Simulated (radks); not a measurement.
Species: Zr. Configuration: [Kr] 4d2 5s2.

Method: non-relativistic Kohn-Sham, LB94 model potential, spin-polarised, spherical densities, point nucleus; open shells are filled with parallel spins first (spin-orbit coupling, left out, can overturn this in heavy ions); relativity is left out, which matters for an element this heavy; computed with a radial shooting solver on a logarithmic mesh with Libxc functionals.

Energy parts (eV):
kinetic: 96669.843
electron-nucleus: -230011.843
Hartree: 40059.506
(The LB94 potential has no energy functional, so no total or exchange-correlation energy is given.)

Orbitals (lengths in bohr, moments of r in powers of bohr; <r^-3> diverges for s and p1/2; r(max) is where P^2 peaks):
orbital  occ.  eigenvalue (eV)  <r^-3>     <r^2>      <r>   r(max)
1s down     1        -17525.82       -  0.001941  0.03809  0.02522
1s up       1        -17525.82       -  0.001941  0.03809  0.02522
2s up       1        -2405.977       -   0.03275   0.1669   0.1412
2s down     1        -2405.958       -   0.03274   0.1669   0.1412
2p down     3        -2209.384    1984   0.02499   0.1432   0.1112
2p up       3        -2209.383    1984   0.02499   0.1432   0.1112
3s up       1        -400.0589       -    0.2533   0.4705   0.4197
3s down     1        -399.9811       -    0.2535   0.4707   0.4197
3p up       3        -325.6263   312.3    0.2536   0.4670   0.4076
3p down     3        -325.5469   312.0    0.2538   0.4672   0.4076
3d up       5        -189.6877   45.56    0.2434   0.4492   0.3460
3d down     5        -189.6031   45.52    0.2438   0.4495   0.3461
4s down     1         -57.0198       -     1.722    1.231    1.093
4s up       1         -56.9257       -     1.733    1.235    1.094
4p up       3         -36.9236   42.28     2.169    1.374    1.184
4p down     3         -36.9213   42.85     2.141    1.366    1.181
4d up       2          -8.4272   2.766     5.352    2.095    1.578
4d down     0          -7.9871   2.950     5.081    2.041    1.556
5s up       1          -7.7823       -     14.62    3.581    3.049
5s down     1          -6.9027       -     15.56    3.680    3.060

The highest occupied level is 5s down at -6.903 eV. The configuration is held as typed, so some empty levels lie below it. The spin density at the nucleus is 0.0326 e/bohr^3 (1s 0.0144, 2s -0.1257, 3s 0.3157, 4s -0.4262, 5s 0.2544).
